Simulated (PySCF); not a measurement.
Distances in Å between the heavy atoms of a computed structure (PBE0-D3(BJ)/def2-SVP; lower triangle, same order across):
```
C1    0.00
C2    1.45  0.00
C3    2.67  1.22  0.00
Ge4   4.56  3.11  1.90  0.00
Ge5   5.63  4.38  3.46  2.42  0.00
Si6   5.13  4.30  3.90  3.86  2.38  0.00
```

Hydrogens: 3 on C1, 2 on Ge4, 2 on Ge5, 3 on Si6.

Neutral, closed shell.

Question: Which heavy atoms are bonded, and with what formal order?

Answer: C1–C2 (single); C2–C3 (triple); C3–Ge4 (single); Ge4–Ge5 (single); Ge5–Si6 (single).

Question: Give the structure as a SMILES string.

Answer: `CC#[C][GeH2][GeH2][SiH3]`, C3H10Ge2Si. Among its features: alkyne and Si–H bond.

Question: Classify the heavy atoms.

Answer: C1: propargylic carbon; C2: alkyne carbon; C3: alkyne carbon; Ge4: germanium bonded to C, Ge and 2 H; Ge5: germanium bonded to Ge, Si and 2 H; Si6: SiH3 silicon.

Conformer computed: `[CH3:1][C:2]#[C:3][GeH2:4][GeH2:5][SiH3:6]`: C3–Ge4–Ge5–Si6 -39°.
